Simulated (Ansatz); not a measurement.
Ansatz (an electronic-structure program) input (B3LYP-D3(BJ)/def2-TZVP):

Ansatz 0.2 input:
```yaml
crystal:
  periodic: [false, false, false]
  atoms:
    - {symbol: S, position_ang: [0.08993919, 0.00028549, -0.00039191]}
    - {symbol: H, position_ang: [-1.22735214, -0.00389597, 0.00534821]}
    - {symbol: H, position_ang: [-0.05803831, 1.64023734, 0.02031799]}
    - {symbol: H, position_ang: [-0.04779913, -1.64057330, -0.01985680]}
    - {symbol: H, position_ang: [-0.04570696, -0.02023278, 1.64062832]}
    - {symbol: H, position_ang: [-0.06013048, 0.01989682, -1.64016714]}
basis:
  gaussian:
    orbitals: def2-TZVP
hamiltonian:
  xc: b3lyp
  dispersion: d3bj
total_charge: -1
phonons: {temperatures: {t_min: 298.15, t_max: 298.15, t_step: 100}}
```

Output:

```
Functional definition: B3LYP
integrals: 0.01 GiB planned
491 factors; their error is unknown
mean field: 0.13 GiB planned
mean field evaluation 1: about -10910.7602 eV, gradient 2.8e1 eV
mean field evaluation 2: about -10909.0464 eV, gradient 4.0e1 eV
mean field evaluation 4: about -10912.9074 eV, gradient 5.1e-1 eV
mean field evaluation 8: about -10912.9227 eV, gradient 9.4e-2 eV
mean field -10912.92271583 eV, -401.0425127619 hartree, gradient 3.6e-5 eV, S^2 0.000000; 0 other end points of the search recorded, 0 dependent functions left out
the calculation of the forces begins
reference -10912.92298357 eV, -401.0425226013 hartree; 11, 11 occupied and 56, 56 virtual orbitals, 491 factors
these checks for a lower state are left out or cut short: stability, starts, cluster_reference, orbital_swaps, neighbouring_geometries, increment
integrals: 0.01 GiB planned
491 factors; their error is unknown
mean field: 0.13 GiB planned
mean field evaluation 16: about -10912.9081 eV, gradient 1.5e-1 eV
mean field -10912.92263294 eV, -401.0425097161 hartree, gradient 2.5e-6 eV, S^2 0.000000; 0 other end points of the search recorded, 0 dependent functions left out
the calculation of the forces begins
reference -10912.92290071 eV, -401.0425195562 hartree; 11, 11 occupied and 56, 56 virtual orbitals, 491 factors
these checks for a lower state are left out or cut short: stability, starts, cluster_reference, orbital_swaps, neighbouring_geometries, increment
integrals: 0.01 GiB planned
491 factors; their error is unknown
mean field: 0.13 GiB planned
mean field -10912.92264896 eV, -401.0425103045 hartree, gradient 2.6e-6 eV, S^2 0.000000; 0 other end points of the search recorded, 0 dependent functions left out
the calculation of the forces begins
reference -10912.92291668 eV, -401.0425201431 hartree; 11, 11 occupied and 56, 56 virtual orbitals, 491 factors
these checks for a lower state are left out or cut short: stability, starts, cluster_reference, orbital_swaps, neighbouring_geometries, increment
integrals: 0.01 GiB planned
491 factors; their error is unknown
mean field: 0.13 GiB planned
mean field evaluation 32: about -10912.9227 eV, gradient 1.0e-6 eV
mean field -10912.92267774 eV, -401.0425113623 hartree, gradient 1.0e-6 eV, S^2 0.000000; 0 other end points of the search recorded, 0 dependent functions left out
the calculation of the forces begins
reference -10912.92294542 eV, -401.0425211992 hartree; 11, 11 occupied and 56, 56 virtual orbitals, 491 factors
these checks for a lower state are left out or cut short: stability, starts, cluster_reference, orbital_swaps, neighbouring_geometries, increment
integrals: 0.01 GiB planned
491 factors; their error is unknown
mean field: 0.13 GiB planned
mean field -10912.92268036 eV, -401.0425114584 hartree, gradient 1.1e-6 eV, S^2 0.000000; 0 other end points of the search recorded, 0 dependent functions left out
the calculation of the forces begins
reference -10912.92294817 eV, -401.0425213002 hartree; 11, 11 occupied and 56, 56 virtual orbitals, 491 factors
these checks for a lower state are left out or cut short: stability, starts, cluster_reference, orbital_swaps, neighbouring_geometries, increment
integrals: 0.01 GiB planned
491 factors; their error is unknown
mean field: 0.13 GiB planned
mean field -10912.92267697 eV, -401.0425113338 hartree, gradient 9.0e-7 eV, S^2 0.000000; 0 other end points of the search recorded, 0 dependent functions left out
the calculation of the forces begins
reference -10912.92294468 eV, -401.0425211722 hartree; 11, 11 occupied and 56, 56 virtual orbitals, 491 factors
these checks for a lower state are left out or cut short: stability, starts, cluster_reference, orbital_swaps, neighbouring_geometries, increment
integrals: 0.01 GiB planned
491 factors; their error is unknown
mean field: 0.13 GiB planned
mean field -10912.92272526 eV, -401.0425131085 hartree, gradient 9.5e-7 eV, S^2 0.000000; 0 other end points of the search recorded, 0 dependent functions left out
the calculation of the forces begins
reference -10912.92299303 eV, -401.0425229489 hartree; 11, 11 occupied and 56, 56 virtual orbitals, 491 factors
these checks for a lower state are left out or cut short: stability, starts, cluster_reference, orbital_swaps, neighbouring_geometries, increment
integrals: 0.01 GiB planned
491 factors; their error is unknown
mean field: 0.13 GiB planned
mean field -10912.92271190 eV, -401.0425126175 hartree, gradient 1.6e-6 eV, S^2 0.000000; 0 other end points of the search recorded, 0 dependent functions left out
the calculation of the forces begins
reference -10912.92297965 eV, -401.0425224574 hartree; 11, 11 occupied and 56, 56 virtual orbitals, 491 factors
these checks for a lower state are left out or cut short: stability, starts, cluster_reference, orbital_swaps, neighbouring_geometries, increment
integrals: 0.01 GiB planned
491 factors; their error is unknown
mean field: 0.13 GiB planned
mean field evaluation 64: about -10912.9227 eV, gradient 1.7e-6 eV
mean field -10912.92270608 eV, -401.0425124037 hartree, gradient 1.7e-6 eV, S^2 0.000000; 0 other end points of the search recorded, 0 dependent functions left out
the calculation of the forces begins
reference -10912.92297381 eV, -401.0425222426 hartree; 11, 11 occupied and 56, 56 virtual orbitals, 491 factors
these checks for a lower state are left out or cut short: stability, starts, cluster_reference, orbital_swaps, neighbouring_geometries, increment
integrals: 0.01 GiB planned
491 factors; their error is unknown
mean field: 0.13 GiB planned
mean field -10912.92272529 eV, -401.0425131096 hartree, gradient 9.5e-7 eV, S^2 0.000000; 0 other end points of the search recorded, 0 dependent functions left out
the calculation of the forces begins
reference -10912.92299306 eV, -401.0425229500 hartree; 11, 11 occupied and 56, 56 virtual orbitals, 491 factors
these checks for a lower state are left out or cut short: stability, starts, cluster_reference, orbital_swaps, neighbouring_geometries, increment
integrals: 0.01 GiB planned
491 factors; their error is unknown
mean field: 0.13 GiB planned
mean field -10912.92267694 eV, -401.0425113327 hartree, gradient 9.0e-7 eV, S^2 0.000000; 0 other end points of the search recorded, 0 dependent functions left out
the calculation of the forces begins
reference -10912.92294465 eV, -401.0425211711 hartree; 11, 11 occupied and 56, 56 virtual orbitals, 491 factors
these checks for a lower state are left out or cut short: stability, starts, cluster_reference, orbital_swaps, neighbouring_geometries, increment
integrals: 0.01 GiB planned
491 factors; their error is unknown
mean field: 0.13 GiB planned
mean field -10912.92271177 eV, -401.0425126128 hartree, gradient 1.6e-6 eV, S^2 0.000000; 0 other end points of the search recorded, 0 dependent functions left out
the calculation of the forces begins
reference -10912.92297952 eV, -401.0425224527 hartree; 11, 11 occupied and 56, 56 virtual orbitals, 491 factors
these checks for a lower state are left out or cut short: stability, starts, cluster_reference, orbital_swaps, neighbouring_geometries, increment
integrals: 0.01 GiB planned
491 factors; their error is unknown
mean field: 0.13 GiB planned
mean field -10912.92270621 eV, -401.0425124085 hartree, gradient 1.7e-6 eV, S^2 0.000000; 0 other end points of the search recorded, 0 dependent functions left out
the calculation of the forces begins
reference -10912.92297394 eV, -401.0425222474 hartree; 11, 11 occupied and 56, 56 virtual orbitals, 491 factors
Total energy: -10913.04293531 eV, -401.0469307464 hartree
Atom 0 at     0.089939     0.000285    -0.000392 Å, force    -0.000677    -0.000002     0.000003 eV/Å
Atom 1 at    -1.227352    -0.003896     0.005348 Å, force     0.000691     0.000002    -0.000003 eV/Å
Atom 2 at    -0.058038     1.640237     0.020318 Å, force    -0.000004     0.000071     0.000001 eV/Å
Atom 3 at    -0.047799    -1.640573    -0.019857 Å, force    -0.000003    -0.000071    -0.000001 eV/Å
Atom 4 at    -0.045707    -0.020233     1.640628 Å, force    -0.000003    -0.000001     0.000071 eV/Å
Atom 5 at    -0.060130     0.019897    -1.640167 Å, force    -0.000004     0.000001    -0.000071 eV/Å
Dipole moment:    -0.034537    -0.000110     0.000150 e Å
Vibrations: 456.55 456.55 659.81 1000.28 1037.77 1037.77 1049.10 1191.32 1191.32 1420.00 1458.24 2800.53 cm⁻¹, zero-point energy 0.852965 eV
```

Whether it binds its extra electron was not tested at this geometry.
